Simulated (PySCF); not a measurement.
**Spin-rotation constants: SMILES [H]/N=C\C(=C)[SiH2][SiH2]Cl, C$_{3}$H$_{8}$ClNSi$_{2}$**

Cartesian coordinates in Å; atom numbers follow the order of the lines, from 1:
```xyz
15

C    -1.6848   -0.9986   -0.6746
C    -0.9602    0.0375   -0.2575
C    -1.3253    0.7429    0.9798
N    -1.7333    0.2491    2.0617
Si    0.6038    0.6356   -1.1461
Si    2.4694    0.0007    0.0790
Cl    2.0941   -1.7532    1.0274
H    -2.5774   -1.3196   -0.1559
H    -1.4384   -1.5454   -1.5693
H    -1.1989    1.8233    0.9623
H    -1.8235   -0.7673    2.0547
H     0.5021    2.0975   -1.2599
H     0.5570    0.0832   -2.5062
H     2.8519    0.9506    1.1252
H     3.6590   -0.2284   -0.7427
```

Theory: PySCF 2.14.0, GIAO PBE0/pcSseg-1 magnetisability, rotational g tensor and spin-rotation constants, non-relativistic, gas phase. Geometry: GFN2-xTB.

Give the nuclear spin-rotation constants along the inertial axes (H = +C I·J) beside the isotropic shieldings.

Rotational constants 1.8128, 0.9469, 0.7859 GHz. A star marks the isotopologue with that one atom substituted, in its own axes.
| atom | isotope | Caa (kHz) | Cbb (kHz) | Ccc (kHz) | mean (kHz) | σ (ppm) |
| --- | --- | --- | --- | --- | --- | --- |
| N4 | 14N | 0.092 | 0.278 | 0.171 | 0.180 | -99.4 |
| Cl7 | 35Cl | 0.050 | 0.071 | 0.030 | 0.050 | 1065.1 |
| H8 | 1H | -0.008 | -0.019 | -0.069 | -0.032 | 25.2 |
| H9 | 1H | -0.155 | -0.068 | 0.028 | -0.065 | 25.7 |
| H10 | 1H | -0.162 | -0.030 | 0.036 | -0.052 | 23.4 |
| H11 | 1H | -0.211 | 0.024 | 0.046 | -0.047 | 20.3 |
| H12 | 1H | -0.141 | -0.041 | -0.019 | -0.067 | 27.3 |
| H13 | 1H | -0.171 | -0.047 | -0.004 | -0.074 | 27.4 |
| H14 | 1H | -0.151 | -0.085 | 0.034 | -0.067 | 26.4 |
| H15 | 1H | 0.028 | -0.059 | -0.065 | -0.032 | 26.5 |
| C1 | 13C* | 0.566 | 0.281 | 0.294 | 0.380 | 45.6 |
| C2 | 13C* | 0.600 | 0.311 | 0.296 | 0.402 | 35.3 |
| C3 | 13C* | 0.415 | 0.382 | 0.397 | 0.398 | 11.7 |
| Si5 | 29Si* | -0.978 | -0.509 | -0.439 | -0.642 | 422.0 |
| Si6 | 29Si* | -1.129 | -0.510 | -0.475 | -0.705 | 385.3 |

For the geometry as given, no vibrational averaging.

How do the rotational constants and the g tensor change when H8, H9, H10, H11, H12, H13, H14, H15 are replaced by deuterium?

Constants 1.5971, 0.8629, 0.7263 GHz; g -0.0229, -0.0163, -0.0154, against -0.0254, -0.0180, -0.0168 before.
